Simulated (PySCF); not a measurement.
C₂H₅S, charge -1, singlet, geometry from GFN2-xTB; PySCF with CCSD/def2-SVP.

The PySCF input:
```python
from pyscf import gto, scf, cc

mol = gto.Mole()
mol.atom = '''
    C     1.524343    0.560931    0.314908
    C     0.044534    0.876769    0.100162
    S    -0.855375   -0.671745   -0.236502
    H    -1.442752   -0.785433    0.974973
    H    -0.042398    1.421991   -0.870869
    H     2.053462    1.500953    0.524441
    H     1.646050   -0.089133    1.189398
    H     2.058378    0.073345   -0.524334
'''
mol.basis = 'def2-svp'
mol.charge = -1
mol.spin = 0
mol.verbose = 4
mol.max_memory = 1800
mol.build()

mf = scf.RHF(mol)
mf.kernel()

mycc = cc.CCSD(mf, frozen=7)
mycc.kernel()
print('E(CCSD) = %.10f' % mycc.e_tot)
```

Task: What does PySCF print? Leave out banner, timings and long lists.

Result: 
```
PySCF version 2.14.0

[INPUT] verbose = 4
[INPUT] num. atoms = 8
[INPUT] num. electrons = 34
[INPUT] charge = -1
[INPUT] spin (= nelec alpha-beta = 2S) = 0
[INPUT] symmetry False subgroup None
[INPUT] Mole.unit = angstrom
[INPUT] Symbol           X                Y                Z      unit          X                Y                Z       unit  Magmom
[...]
nuclear repulsion = 98.4595666584308
number of shells = 35
number of NR pGTOs = 119
number of NR cGTOs = 71
basis = def2-svp
ecp = {}

******** <class 'pyscf.scf.hf.RHF'> ********
method = RHF
initial guess = minao
damping factor = 0
level_shift factor = 0
DIIS = <class 'pyscf.scf.diis.CDIIS'>
diis_start_cycle = 1
diis_space = 8
diis_damp = 0
SCF conv_tol = 1e-09
SCF conv_tol_grad = None
SCF max_cycles = 50
direct_scf = True
direct_scf_tol = 1e-13
Set gradient conv threshold to 3.16228e-05
Initial guess from minao.
init E= -475.976425278915
[...]
cycle= 1 E= -475.85169015287  delta_E= 0.125  |g|= 0.33  |ddm|= 2.71
[...]
cycle= 2 E= -475.8897214257  delta_E= -0.038  |g|= 0.116  |ddm|= 0.673
[...]
cycle= 3 E= -475.89425493084  delta_E= -0.00453  |g|= 0.044  |ddm|= 0.275
[...]
cycle= 4 E= -475.895108406169  delta_E= -0.000853  |g|= 0.0106  |ddm|= 0.104
[...]
cycle= 5 E= -475.895206690939  delta_E= -9.83e-05  |g|= 0.00453  |ddm|= 0.0574
[...]
cycle= 6 E= -475.895227710621  delta_E= -2.1e-05  |g|= 0.00159  |ddm|= 0.0315
[...]
cycle= 7 E= -475.895231654614  delta_E= -3.94e-06  |g|= 0.000485  |ddm|= 0.0155
[...]
cycle= 8 E= -475.895231969384  delta_E= -3.15e-07  |g|= 0.000146  |ddm|= 0.00377
[...]
cycle= 9 E= -475.895231991316  delta_E= -2.19e-08  |g|= 4.89e-05  |ddm|= 0.000839
[...]
cycle= 10 E= -475.895231993467  delta_E= -2.15e-09  |g|= 1.43e-05  |ddm|= 0.000301
[...]
cycle= 11 E= -475.895231993689  delta_E= -2.22e-10  |g|= 3.75e-06  |ddm|= 0.000105
[...]
Extra cycle  E= -475.895231993702  delta_E= -1.35e-11  |g|= 1.84e-06  |ddm|= 1.34e-05
converged SCF energy = -475.895231993702

******** <class 'pyscf.cc.ccsd.CCSD'> ********
CC2 = 0
CCSD nocc = 10, nmo = 64
frozen orbitals 7
max_cycle = 50
direct = 0
conv_tol = 1e-07
conv_tol_normt = 1e-05
diis_space = 6
diis_start_cycle = 0
diis_start_energy_diff = 1e+09
Init t2, MP2 energy = -476.323104217236  E_corr(MP2) -0.42787222353338
Init E_corr(CCSD) = -0.427872223535642
cycle = 1  E_corr(CCSD) = -0.457090706131036  dE = -0.0292184826  norm(t1,t2) = 0.0510274
cycle = 2  E_corr(CCSD) = -0.467723391293364  dE = -0.0106326852  norm(t1,t2) = 0.0161953
cycle = 3  E_corr(CCSD) = -0.470846310275562  dE = -0.00312291898  norm(t1,t2) = 0.0069927
cycle = 4  E_corr(CCSD) = -0.471687308720561  dE = -0.000840998445  norm(t1,t2) = 0.00220067
cycle = 5  E_corr(CCSD) = -0.47158750387109  dE = 9.98048495e-05  norm(t1,t2) = 0.00116716
cycle = 6  E_corr(CCSD) = -0.471544785864249  dE = 4.27180068e-05  norm(t1,t2) = 0.000462724
cycle = 7  E_corr(CCSD) = -0.471562364133919  dE = -1.75782697e-05  norm(t1,t2) = 0.000214853
cycle = 8  E_corr(CCSD) = -0.471564456918298  dE = -2.09278438e-06  norm(t1,t2) = 6.97996e-05
cycle = 9  E_corr(CCSD) = -0.471563012563012  dE = 1.44435529e-06  norm(t1,t2) = 3.32264e-05
cycle = 10  E_corr(CCSD) = -0.471562590699692  dE = 4.2186332e-07  norm(t1,t2) = 1.54863e-05
cycle = 11  E_corr(CCSD) = -0.471562109745212  dE = 4.80954479e-07  norm(t1,t2) = 6.491e-06
cycle = 12  E_corr(CCSD) = -0.47156205951876  dE = 5.02264521e-08  norm(t1,t2) = 2.40286e-06
CCSD converged
E(CCSD) = -476.366794053221  E_corr = -0.4715620595187603
E(CCSD) = -476.3667940532
```
